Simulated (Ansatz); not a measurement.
One change: `BN[SiH]([SiH3])S` becomes `CO[SiH]([SiH3])S`.

Ansatz, PBE0-D4/def2-TZVP geometries, multiplicity 1. Each molecule was computed in one conformer, which needn't be the lowest.

| property | `BN[SiH]([SiH3])S` |
| --- | --- |
| HOMO energy (B3LYP/def2-TZVPP) / eV | -7.26 |
| HOMO–LUMO gap (PBE/def2-TZVPP) / eV | 4.94 |
| HOMO–LUMO gap (B3LYP/def2-TZVPP) / eV | 6.59 |
| HOMO–LUMO gap (ωB97M-V/def2-TZVPP) / eV | 11.00 |
| HOMO–LUMO gap (PBE0/def2-TZVPP) / eV | 7.05 |
| size of the dipole moment (ωB97M-V/def2-TZVPP) / D | 0.54 |

Question: Give the same properties after the change, and the shifts. (An estimate is asked.)

Answer: Ansatz gave: 
| property | `CO[SiH]([SiH3])S` | shift |
| --- | --- | --- |
| HOMO energy (B3LYP/def2-TZVPP) / eV | -7.27 | -0.01 |
| HOMO–LUMO gap (PBE/def2-TZVPP) / eV | 5.41 | 0.47 |
| HOMO–LUMO gap (B3LYP/def2-TZVPP) / eV | 7.03 | 0.44 |
| HOMO–LUMO gap (ωB97M-V/def2-TZVPP) / eV | 11.32 | 0.32 |
| HOMO–LUMO gap (PBE0/def2-TZVPP) / eV | 7.44 | 0.39 |
| size of the dipole moment (ωB97M-V/def2-TZVPP) / D | 0.95 | 0.41 |

Dipoles are sizes alone; their direction can turn.

B3LYP here is the variant with VWN-RPA as its local correlation; programs differ in this.
